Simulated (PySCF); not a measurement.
NICS in isomers of C4H4F3N3.

Probes without a nucleus sit at each ring's centroid and 1 Å off its mean plane on both sides; NICS is minus the shielding there, NICSzz its component along the normal. Level: GIAO PBE0/pcSseg-1 (PySCF, non-relativistic, gas phase) on the GFN2-xTB geometries, one conformer each. Atom numbers follow the mapped SMILES.

Question: Order these rings by mean NICS(1)zz, lowest (most negative) first (ppm).
A. ring N2–N3–C4–C5–N10 in `[CH3:1][n:2]1[n:3][cH:4][c:5]([C:6]([F:7])([F:8])[F:9])[n:10]1`
B. ring N6–C7–N8–N9–C10 in `[F:1][C:2]([F:3])([F:4])[CH2:5][n:6]1[cH:7][n:8][n:9][cH:10]1`
C. ring N6–N7–C8–C9–N10 in `[F:1][C:2]([F:3])([F:4])[CH2:5][n:6]1[n:7][cH:8][cH:9][n:10]1`

Answer: C (-34.5), A (-33.2), B (-30.7).

```
            SMILES                                                 ring  NICS(0)  NICS(1)  NICS(1)zz  HOMA  rms pucker (Å)  ring atoms with four or more neighbours
  FC(F)(F)Cn1nccn1  5-membered ring with 3 N; formal bonds all aromatic    -13.9    -13.6      -34.5  0.98            0.00                                        0
Cn1ncc(C(F)(F)F)n1  5-membered ring with 3 N; formal bonds all aromatic    -13.9    -13.5      -33.2  0.99            0.00                                        0
  FC(F)(F)Cn1cnnc1  5-membered ring with 3 N; formal bonds all aromatic    -11.8    -11.4      -30.7  0.86            0.00                                        0
```

NICS(0) ties some rings at the printed digit and otherwise keeps the order. The isotropic NICS(1) gives the same order. HOMA uses Krygowski's 1993 parameters. NICS(1) and NICS(1)zz are means over the two faces.
